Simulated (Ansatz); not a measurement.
Cost and result for the atomization energy of `C[NH][GeH][F]` radical (9 atoms, 8 bonds).

```tsv
atom	x (Å)	y (Å)	z (Å)
C1	0.7111	-0.7377	-0.7503
N2	0.1623	-0.1927	0.4719
Ge3	-1.3383	0.8600	0.4774
F4	-1.4253	1.3579	2.1556
H5	0.2458	-1.6786	-1.0675
H6	0.5925	-0.0164	-1.5629
H7	1.7845	-0.9152	-0.6330
H8	0.2455	-0.8168	1.2628
H9	-0.9781	2.1394	-0.3541
```

The species carries charge 0 and has multiplicity 2. Correlated methods include outer-core shells of Ge, which these sets cover unevenly. Scalar relativity is left out up to krypton. The structure was optimised at the PBE0-D4/def2-TZVP level. It is one conformer, not always the lowest. Program: Ansatz. All runs use 4 threads of an Intel Xeon 6975P-C on a shared host. Times are those of one run each, without the atoms' runs, and a repeat can differ threefold. Electronic energies, without spin–orbit coupling; frozen cores. CCSD(T)/CBS adds CCSD(T) − MP2 in def2-TZVPP to the MP2 limit, and its time is that of the two runs behind it. T1 = 0.015; ⟨S²⟩ of the reference is 0.76. With those shells the extrapolation isn't a true limit. B3LYP takes the VWN-RPA correlation (the form of Gaussian; ORCA's B3LYP/G).

CCSD(T)/CBS is a level of theory with its own doubt, some kJ/mol a heavy atom from the limit and from the frozen cores, so smaller differences don't rank the functionals.

```csv
level,functions,wall time
PBE-D4/def2-TZVPP (with forces),211,1.7 s
PBE0-D4/def2-TZVPP,211,2.4 s
BHLYP-D4/def2-TZVPP,211,2.4 s
B3LYP-D4/def2-TZVPP (with forces),211,2.8 s
r2SCAN-D4/def2-TZVPP (with forces),211,3 s
PBE-QIDH/def2-TZVPP,211,3.6 s
r2SCANh-D4/def2-TZVPP,211,3.7 s
ωB97X-V/def2-TZVPP,211,5.5 s
ωB97M-V/def2-TZVPP (with forces),211,7 s
CCSD(T)/def2-SVP,99,11 s
MP2/def2-QZVPP,410,16 s
CCSD(T)/def2-TZVPP,211,2.3 min
CCSD(T)/CBS(def2),–,2.5 min
```

Problem. What atomization energy does each give, and how far from CCSD(T)/CBS? (An estimate is asked.)

Solution. The calculation gave: 
| level | atomization (kJ/mol) | difference from CCSD(T)/CBS | per bond |
| --- | --- | --- | --- |
| PBE-D4/def2-TZVPP (with forces) | 3091.5 | 75.1 | 9.4 |
| PBE0-D4/def2-TZVPP | 3014.8 | -1.6 | -0.2 |
| BHLYP-D4/def2-TZVPP | 2918.9 | -97.5 | -12.2 |
| B3LYP-D4/def2-TZVPP (with forces) | 3028.3 | 11.9 | 1.5 |
| r2SCAN-D4/def2-TZVPP (with forces) | 3029.4 | 13.0 | 1.6 |
| PBE-QIDH/def2-TZVPP | 2984.3 | -32.1 | -4.0 |
| r2SCANh-D4/def2-TZVPP | 3003.2 | -13.2 | -1.7 |
| ωB97X-V/def2-TZVPP | 3034.8 | 18.4 | 2.3 |
| ωB97M-V/def2-TZVPP (with forces) | 3019.0 | 2.6 | 0.3 |
| CCSD(T)/def2-SVP | 2817.4 | -199.0 | -24.9 |
| MP2/def2-QZVPP | 3026.0 | 9.6 | 1.2 |
| CCSD(T)/def2-TZVPP | 2938.8 | -77.6 | -9.7 |
| CCSD(T)/CBS(def2) | 3016.4 | 0.0 | 0.0 |

From r2SCAN to r2SCAN0 (25 % exact exchange), in def2-TZVPP and without D4, the atomization energy moves by −63.8 kJ/mol: exact exchange takes away binding that semilocal exchange gives to molecules. The D4 term adds +24.3 kJ/mol with B3LYP and +12.5 kJ/mol with PBE0; it sums over pairs of atoms, weighted by their polarisabilities, and B3LYP, whose exchange is more repulsive, gets the larger term. At CCSD(T), def2-SVP lies −199.0 kJ/mol from the extrapolated value and def2-TZVPP −77.6 kJ/mol: correlation converges slowly with the basis, and small sets miss more of it in the bonded molecule than in its fragments.

For some Ge, Se and Sn compounds the MP2-based and the directly extrapolated limit differ by 10 to 25 kJ/mol.
